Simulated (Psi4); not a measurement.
CH₄AlBrO₂ (SMILES C[O][Al]([OH])[Br]), singlet, geometry from GFN2-xTB (such geometries of metal compounds can be far from the true shape); HF/cc-pV(T+d)Z run with Psi4.

The Psi4 input:
```
memory 2 GB

molecule mol {
0 1
Al    0.216732    0.676688   -0.319667
Br   -0.174019   -0.773382    1.340322
O     0.772716    2.152605    0.108731
H     1.092887    3.008412    0.346799
O    -0.099350    0.105476   -1.824128
C    -0.335170   -0.276652   -3.147806
H     0.275326   -1.149027   -3.391288
H    -1.389790   -0.531729   -3.272894
H    -0.081196    0.539025   -3.828212
}

set {
  basis cc-pv(t+d)z
  reference rhf
}

energy('scf')
print_variables()
```

It wrote (shortened):

```
   => Loading Basis Set <=

    Name: CC-PV(T+D)Z
    Role: ORBITAL
    Keyword: BASIS

         ---------------------------------------------------------
                                   SCF
               by Justin Turney, Rob Parrish, Andy Simmonett
                          and Daniel G. A. Smith
                              RHF Reference
         ---------------------------------------------------------

  ==> Geometry <==

    Molecular point group: c1
    Full point group: C1

    Geometry (in Angstrom), charge = 0, multiplicity = 1:

       Center              X                  Y                   Z               Mass
    ------------   -----------------  -----------------  -----------------  -----------------
         AL           0.224792712067     0.729290708517    -0.460743205809    26.981538530000
         BR          -0.165958287933    -0.720779291483     1.199245794191    78.918337600000
         O            0.780776712067     2.205207708517    -0.032345205809    15.994914619570
         H            1.100947712067     3.061014708517     0.205722794191     1.007825032230
         O           -0.091289287933     0.158078708517    -1.965204205809    15.994914619570
         C           -0.327109287933    -0.224049291483    -3.288882205809    12.000000000000
         H            0.283386712067    -1.096424291483    -3.532364205809     1.007825032230
         H           -1.381729287933    -0.479126291483    -3.413970205809     1.007825032230
         H           -0.073135287933     0.591627708517    -3.969288205809     1.007825032230

  Running in c1 symmetry.

  Rotational constants: A =      0.11965  B =      0.04494  C =      0.03288 [cm^-1]
  Rotational constants: A =   3587.10427  B =   1347.39064  C =    985.57644 [MHz]
  Nuclear repulsion =  387.794753479879603

  Charge       = 0
  Multiplicity = 1
  Electrons    = 74
  Nalpha       = 37
  Nbeta        = 37

  ==> Algorithm <==

  SCF Algorithm Type is DF.
  DIIS enabled.
  MOM disabled.
  Fractional occupation disabled.
  Guess Type is SAD.
  Energy threshold   = 1.00e-06
  Density threshold  = 1.00e-06
  Integral threshold = 1.00e-12

  ==> Primary Basis <==

  Basis Set: CC-PV(T+D)Z
    Blend: CC-PV(T+D)Z
    Number of shells: 82
    Number of basis functions: 228
    Number of Cartesian functions: 259
    Spherical Harmonics?: true
    Max angular momentum: 3

   => Loading Basis Set <=

    Name: (CC-PV(T+D)Z AUX)
    Role: JKFIT
    Keyword: DF_BASIS_SCF

[...]

   @DF-RHF iter SAD: -3001.64337318905245   -3.00164e+03   0.00000e+00
   @DF-RHF iter   1: -3004.22141059111800   -2.57804e+00   5.10472e-03 ADIIS/DIIS
   @DF-RHF iter   2: -3004.47217326496957   -2.50763e-01   2.79685e-03 ADIIS/DIIS
   @DF-RHF iter   3: -3004.56896573869926   -9.67925e-02   2.82840e-04 ADIIS/DIIS
   @DF-RHF iter   4: -3004.57061085984333   -1.64512e-03   9.96325e-05 DIIS
   @DF-RHF iter   5: -3004.57086817474601   -2.57315e-04   1.49894e-05 DIIS
   @DF-RHF iter   6: -3004.57088051484880   -1.23401e-05   5.06100e-06 DIIS
   @DF-RHF iter   7: -3004.57088163904427   -1.12420e-06   1.98772e-06 DIIS
   @DF-RHF iter   8: -3004.57088179986886   -1.60825e-07   5.65392e-07 DIIS
  Energy and wave function converged.

  ==> Post-Iterations <==

    Orbital Energies [Eh]
    ---------------------

    Doubly Occupied:

[...]
      37A     -0.404152

    Virtual:

[...]
    Final Occupation by Irrep:
              A
    DOCC [    37 ]
    NA   [    37 ]
    NB   [    37 ]

  @DF-RHF Final Energy: -3004.57088179986886

   => Energetics <=

    Nuclear Repulsion Energy =            387.7947534798796028
    One-Electron Energy =               -4956.0562577846794738
    Two-Electron Energy =                1563.6906225049312980
    Total Energy =                      -3004.5708817998684026

Computation Completed

Properties will be evaluated at   0.000000,   0.000000,   0.000000 [a0]

Properties computed using the SCF density matrix

 Multipole Moments:

 ------------------------------------------------------------------------------------
     Multipole            Electronic (a.u.)      Nuclear  (a.u.)        Total (a.u.)
 ------------------------------------------------------------------------------------

 L = 1.  Multiply by 2.5417464519 to convert [e a0] to [Debye]
 Dipole X            :         -0.9129182            1.1271814            0.2142631
 Dipole Y            :         -6.5704723            7.3559317            0.7854594
 Dipole Z            :         18.8766852          -19.7280741           -0.8513889
 Magnitude           :                                                    1.1780146

 ------------------------------------------------------------------------------------

  Variable Map:
  ----------------------------------------------------------------------------
[...]
  Array Variable Map:
  ----------------------------------------------------------------------------
[...]
[...]
```
